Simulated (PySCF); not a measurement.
Species: 3-pyridine carbaldehyde, C6H5NO.
Bonds: O1–C2 (double), C2–C3, C3–C4 (aromatic), C4–C5 (aromatic), C5–C6 (aromatic), C6–N7 (aromatic), N7–C8 (aromatic), C3–C8 (aromatic). Hydrogens: H9 on C2; H10 on C4; H11 on C5; H12 on C6; H13 on C8.

Method: PBE0-D3(BJ)/def2-TZVP geometry optimisation, gas phase in PySCF 2.14.0; density fitting, grid level 2; the optimiser is geomeTRIC in internal coordinates, started from a GFN2-xTB structure with every atom displaced at random (about 0.01 Å).

Geometry at step 1:
```
atom  x, y, z in Å
O1     -2.4407    1.7500    0.1979
C2     -2.0955    0.5983    0.3216
C3     -0.7011    0.1401    0.1670
C4      0.2308    0.9291   -0.5031
C5      1.5302    0.4604   -0.5690
C6      1.7797   -0.8487   -0.1618
N7      0.8584   -1.6593    0.3453
C8     -0.3602   -1.1600    0.5194
H9     -2.8396   -0.1972    0.5493
H10    -0.0362    1.9274   -0.8143
H11     2.3326    1.0718   -0.9420
H12     2.7828   -1.2536   -0.2372
H13    -1.0497   -1.7764    1.0892
```

Problem. Give the atomic forces at this geometry.

Solution. 
```json
{"atom": "O1", "Fx (eV/Å)": "0.055", "Fy (eV/Å)": "-0.388", "Fz (eV/Å)": "-0.023"}
{"atom": "C2", "Fx (eV/Å)": "-0.076", "Fy (eV/Å)": "0.429", "Fz (eV/Å)": "0.073"}
{"atom": "C3", "Fx (eV/Å)": "-0.657", "Fy (eV/Å)": "-0.248", "Fz (eV/Å)": "-0.876"}
{"atom": "C4", "Fx (eV/Å)": "0.512", "Fy (eV/Å)": "0.039", "Fz (eV/Å)": "0.958"}
{"atom": "C5", "Fx (eV/Å)": "-0.370", "Fy (eV/Å)": "-0.286", "Fz (eV/Å)": "-0.161"}
{"atom": "C6", "Fx (eV/Å)": "-0.048", "Fy (eV/Å)": "0.123", "Fz (eV/Å)": "0.022"}
{"atom": "N7", "Fx (eV/Å)": "0.020", "Fy (eV/Å)": "-0.032", "Fz (eV/Å)": "0.125"}
{"atom": "C8", "Fx (eV/Å)": "0.538", "Fy (eV/Å)": "0.265", "Fz (eV/Å)": "0.469"}
{"atom": "H9", "Fx (eV/Å)": "0.114", "Fy (eV/Å)": "0.073", "Fz (eV/Å)": "0.084"}
{"atom": "H10", "Fx (eV/Å)": "-0.112", "Fy (eV/Å)": "0.108", "Fz (eV/Å)": "-0.122"}
{"atom": "H11", "Fx (eV/Å)": "0.170", "Fy (eV/Å)": "0.113", "Fz (eV/Å)": "-0.220"}
{"atom": "H12", "Fx (eV/Å)": "0.054", "Fy (eV/Å)": "-0.071", "Fz (eV/Å)": "-0.048"}
{"atom": "H13", "Fx (eV/Å)": "-0.198", "Fy (eV/Å)": "-0.124", "Fz (eV/Å)": "-0.281"}
```

The largest, 1.12 eV/Å, acts on C3; the rms over all components is 0.318 eV/Å. The forces sum to zero within rounding, as they must for an isolated molecule in no field.

Problem. Give the force on C3 in Eh/bohr and in nN.

Solution. 1.123 eV/Å ÷ 51.422 = 0.02183 Eh/bohr, and 1.123 eV/Å × 1.602 = 1.80 nN.

Problem. How far is this geometry from the end of the optimisation?

Solution. 0.120 eV above it, and 0.102 Å rms away after alignment. The bonds farthest from their final lengths, with half the difference of the two atoms' forces along the bond (positive lengthens):

| bond | now (Å) | final (Å) | force along bond (eV/Å) |
| --- | --- | --- | --- |
| C5–H11 | 1.076 | 1.083 | +0.33 |
| C4–H10 | 1.079 | 1.084 | +0.26 |
| O1=C2 | 1.209 | 1.204 | -0.40 |
| C4–C5 | 1.383 | 1.379 | -0.33 |
| C2–C3 | 1.476 | 1.472 | -0.12 |
| C2–H9 | 1.113 | 1.110 | +0.06 |

The angle farthest from its final value is C2–C3–C4, 120.4° against 121.5°.

The cost below is that of the whole optimisation. Hardware: one thread of an Arm Neoverse V2, shared host. Cost: 5.5 min of wall time, 1.6 GiB resident at most.
